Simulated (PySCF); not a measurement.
SCF from a fresh guess for doublet IS₃, at the PBE0 minimum. PySCF input:

```python
from pyscf import gto, scf, dft
mol = gto.M(atom='''
I     -0.000000    -0.441140     0.000000
S     -2.242960    -0.258580     0.000000
S      1.121480     1.004790     1.485840
S      1.121480     1.004790    -1.485840''',
    basis={'I': 'def2-SVP', 'S': 'def2-SVP'},
    ecp={'I': 'def2-SVP'},
    charge=0, spin=1)
mf = dft.UKS(mol, xc='PBE0')
mf.grids.atom_grid = (50, 194)
aux = {'I': 'def2-universal-JKFIT', 'S': 'def2-universal-JKFIT'}
mf = mf.density_fit(auxbasis=aux)
mf.conv_tol = 1e-08
mf.diis_space = 10
mf.max_cycle = 60
mf.init_guess = 'minao'
mf.verbose = 4
mf.kernel()
```

Excerpt of the output (cycles alone):

```
init E= -1460.5222812663
cycle= 1 E= -1487.54776630164  delta_E=  -27  |g|=  2.8  |ddm|= 6.52
cycle= 2 E= -1483.42376268314  delta_E= 4.12  |g|=  3.4  |ddm|= 7.47
cycle= 3 E= -1491.20734770403  delta_E= -7.78  |g|= 0.425  |ddm|= 5.54
cycle= 4 E= -1491.30230494755  delta_E= -0.095  |g|= 0.243  |ddm|= 1.05
cycle= 5 E= -1491.34089823124  delta_E= -0.0386  |g|= 0.0702  |ddm|= 0.397
cycle= 6 E= -1491.34350302586  delta_E= -0.0026  |g|= 0.0458  |ddm|= 0.193
cycle= 7 E= -1491.34548960655  delta_E= -0.00199  |g|= 0.00704  |ddm|= 0.0976
cycle= 8 E= -1491.34560762682  delta_E= -0.000118  |g|= 0.00327  |ddm|= 0.0302
cycle= 9 E= -1491.34565937571  delta_E= -5.17e-05  |g|= 0.00177  |ddm|= 0.0229
cycle= 10 E= -1491.34568282336  delta_E= -2.34e-05  |g|= 0.000943  |ddm|= 0.0192
cycle= 11 E= -1491.3456892166  delta_E= -6.39e-06  |g|= 0.000435  |ddm|= 0.0113
cycle= 12 E= -1491.34569020778  delta_E= -9.91e-07  |g|= 0.000183  |ddm|= 0.00436
cycle= 13 E= -1491.34569044426  delta_E= -2.36e-07  |g|= 6.84e-05  |ddm|= 0.00233
cycle= 14 E= -1491.34569046815  delta_E= -2.39e-08  |g|= 2.46e-05  |ddm|= 0.000697
cycle= 15 E= -1491.34569047052  delta_E= -2.38e-09  |g|= 1.05e-05  |ddm|= 0.000199
Extra cycle  E= -1491.34569047074  delta_E= -2.18e-10  |g|= 8.91e-06  |ddm|= 4.68e-05
converged SCF energy = -1491.34569047074  <S^2> = 0.7602531  2S+1 = 2.010227
```

No lower solution of this spin was found by a stability analysis within the unrestricted form.

With an element this heavy the missing spin–orbit coupling can shift these numbers.

The search for the lowest solution, with the stability check, took 5.7 s on 2 threads of a shared Arm Neoverse V1 host, with 80 basis functions; the process peaked at 0.31 GiB. Launch command: `OMP_NUM_THREADS=2 python axn.py task.json out`.
